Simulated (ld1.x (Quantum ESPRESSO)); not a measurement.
**Which change was made? (Nd, TM)**

ld1.x (Quantum ESPRESSO) 7.5 input, shortened:

```
&input
   title='Nd', zed=60., rel=1, dft='PBE', iswitch=3,
   config='[Xe] 4f3 5d1 6s0 6p0'
 /
 &inputp
   pseudotype=2, tm=.true., lloc=-1, rcloc=3.55,
   nlcc=.true., new_core_ps=.true.
 /
3
6S  1  0   0.00   0.00  3.45  3.45  0.0
6P  2  1   0.00   0.00  3.70  3.70  0.0
5D  3  2   1.00   0.00  3.40  3.40  0.0
 &test
   configts(1)='5d1 6s0 6p0'
 /
```

Cutoffs, loose and tight: the cutoffs (Ry, on a coarse ladder) from which the occupation-weighted sum of valence levels, in a spherical-Bessel basis at the reference potential, stays within 10 and 1 mRy of its value at 400 Ry. They do not see the model core or the augmentation charge, which bear on the density cutoff. Test errors are all-electron minus pseudo excitation energies from the reference, over the configurations 5d1 6s2 6p0; 5d1 6s1 6p0; 5d1 6s1.5 6p0; 5d2 6s1 6p0; 5d0 6s2 6p0; 5d1 6s1 6p1; 5d1.5 6s1.5 6p0; variants that change the core or the reference have their own tests. The largest error is taken over the tests solved by every variant that gives reliable tests at all, those not shown here included: 5d0 6s2 6p0; 5d1 6s1 6p0; 5d1 6s1.5 6p0; 5d1 6s2 6p0; 5d1.5 6s1.5 6p0; 5d2 6s1 6p0.

The base gives: outcome: generated; cutoff, loose: 12 Ry; cutoff, tight: 15 Ry; bound ghosts: p; largest test error (meV): -132.

Question: After one change the result is: outcome: generated; cutoff, loose: 12 Ry; cutoff, tight: 15 Ry; bound ghosts: s; largest test error (meV): -121 over the solved tests; 1 of 7 tests not solved or not reliable. Which change was it?
A. wave 6p (bound): rc 3.70 bohr becomes 6p (bound): rc 4.94 bohr
B. all radii but the core radius scaled by about 0.91 (s 3.14, p 3.38, d 3.10 bohr); local potential all-electron potential smoothed inside 3.24 bohr (lloc = -1)
C. reference 5d1 6s1 6p0

Answer: C. The others give: all radii but the core radius scaled by about 0.91 (s 3.14, p 3.38, d 3.10 bohr); local potential all-electron potential smoothed inside 3.24 bohr (lloc = -1) → outcome: generated; cutoff, loose: 12 Ry; cutoff, tight: 15 Ry; bound ghosts: s, p; largest test error (meV): 7 of 7 tests not solved or not reliable | wave 6p (bound): rc 3.70 bohr becomes 6p (bound): rc 4.94 bohr → outcome: generated; cutoff, loose: 12 Ry; cutoff, tight: 15 Ry; bound ghosts: none; largest test error (meV): -132.
